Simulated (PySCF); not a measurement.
**Distorted geometries of [Gd(NH3)2]3+**

[Gd(NH3)2]3+ (singlet in the valence; each metal's 4f electrons, 7 of them, lie in its core potential, out of spins and levels). PySCF 2.14.0, RKS TPSS, Gd lcecp-1-SVP with ECP53, N def2-SVP, H def2-SVP; non-relativistic Hamiltonian with scalar-relativistic core potentials where named; density fitting; no spin-orbit coupling. Relaxed geometry:

```xyz
9

Gd    0.1078    1.1485    0.0001
N    -0.0066   -0.1915    1.9959
H     0.7705   -0.0297    2.6806
H    -0.8617   -0.0430    2.5842
H     0.0091   -1.2303    1.8679
N    -0.0087   -0.1915   -1.9972
H     0.7946   -0.8440   -2.1616
H    -0.8407   -0.8224   -2.0818
H    -0.0440    0.3598   -2.8881
```

Q: Order these distorted geometries by energy above the relaxed one, lowest first.
A.
```xyz
9

Gd    0.2370    1.1046    0.0260
N    -0.0633   -0.3490    2.1628
H     0.7294    0.0446    2.4725
H    -0.9494   -0.0522    2.6159
H    -0.0617   -1.4063    1.7851
N    -0.1005   -0.0997   -1.7081
H     0.7171   -0.7243   -2.2850
H    -0.7110   -0.8016   -1.8410
H     0.1224    0.4397   -3.2281
```
B.
```xyz
9

Gd    0.1689    1.1637   -0.0250
N    -0.0831   -0.1204    1.9674
H     0.7873   -0.0066    2.7504
H    -0.8772   -0.0242    2.5590
H    -0.0108   -1.2717    1.9387
N    -0.1353   -0.2182   -2.0138
H     0.8389   -0.8549   -2.1257
H    -0.8007   -0.8445   -2.0688
H     0.0320    0.3325   -2.9822
```
C.
```xyz
9

Gd    0.0641    1.2661   -0.0364
N    -0.0627   -0.2398    2.0908
H     0.7470   -0.0704    2.6617
H    -0.7737    0.0501    2.5818
H     0.0620   -1.3942    1.8443
N    -0.0030   -0.1967   -2.0189
H     0.8172   -0.9195   -2.1692
H    -0.8776   -0.7970   -2.1599
H    -0.0532    0.4572   -2.7942
```

A: C (1.24 eV), B (1.37 eV), A (4.47 eV).

Q: Which forces (eV/Å) act in the one that lies 1.37 eV up?

A: 
```
Gd  -0.32 -0.20 -0.15
N    4.61 -3.16  1.02
H   -2.24  0.07 -1.99
H   -1.96  0.51  1.25
H   -0.33  2.64 -0.34
N    9.69  4.92 -1.08
H   -2.60  1.24  0.42
H   -5.61 -4.81 -0.95
H   -1.23 -1.20  1.81
```
Forces carry noise of the integration grid, about 0.01 to 0.03 eV/Å.

No frequency check is given that shows the relaxed geometry to be a minimum. An lcecp potential fixes the number of 4f electrons, so in runs with it no electron can move into or out of that shell.
